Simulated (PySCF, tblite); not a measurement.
Isomers of [C7H6N2]+ (charge +1 and doublet state). Calculated harmonic vibrations of the isolated species, GFN2-xTB (tblite), most abundant isotopes, no scaling. Against measured fundamentals such values can be off by several per cent, at times by over 20. One conformer each. Open shells enter through the occupations alone, without spin polarisation, and single modes of such species can be off by tens of per cent.

Electronic energies: B3LYP/pcH-1 single points on the GFN2-xTB geometries (PySCF, gas phase).

| SMILES | electronic energy, lowest = 0 (kJ/mol) |
| --- | --- |
| [CH2+][C]1CC(C#N)(C#N)C1 | 436.9 |
| N#Cc1ccc([NH2+])cc1 | 0.0 |
| N#Cc1cccc([NH2+])c1 | 13.0 |

Task: How do GFN2-xTB zero-point energies change the relative energies?

Result: 
| SMILES | ZPE (kJ/mol) | of it from modes above 1550 cm⁻¹ | electronic (kJ/mol) | with ZPE, lowest = 0 (kJ/mol) | lowest mode (cm⁻¹) | rings |
| --- | --- | --- | --- | --- | --- | --- |
| N#Cc1ccc([NH2+])cc1 | 289.8 | 138.2 | 0.0 | 0.0 | 79 | 1 |
| N#Cc1cccc([NH2+])c1 | 289.3 | 138.6 | 13.0 | 12.4 | 122 | 1 |
| [CH2+][C]1CC(C#N)(C#N)C1 | 277.8 | 146.2 | 436.9 | 424.9 | 56 | 1 |

The zero-point energies span 12.0 kJ/mol, from `[CH2+][C]1CC(C#N)(C#N)C1` to `N#Cc1ccc([NH2+])cc1`. The order is unchanged.

Task: And how do the electronic energies of GFN2-xTB itself compare?

Result: `N#Cc1ccc([NH2+])cc1` 0.0; `N#Cc1cccc([NH2+])c1` 10.7; `[CH2+][C]1CC(C#N)(C#N)C1` 312.7 kJ/mol, lowest = 0. Against the energies above, taken from the same isomer `N#Cc1ccc([NH2+])cc1`, the largest difference is 124.2 kJ/mol.

Task: What do entropy and thermal enthalpy add at 298.15 K and 1 bar (rigid rotor, harmonic oscillator, one conformer each)?

Result: 
```csv
SMILES,point group,symmetry number,S (J/(mol K)),H − H(0) (kJ/mol),ZPE + H − H(0) − TS (kJ/mol)
N#Cc1ccc([NH2+])cc1,C2v,2,367.1,23.76,204.1
N#Cc1cccc([NH2+])c1,Cs,1,370.5,23.62,202.4
[CH2+][C]1CC(C#N)(C#N)C1,C2v,2,388.2,26.40,188.5
```

S holds R ln(2S + 1) for the spin.
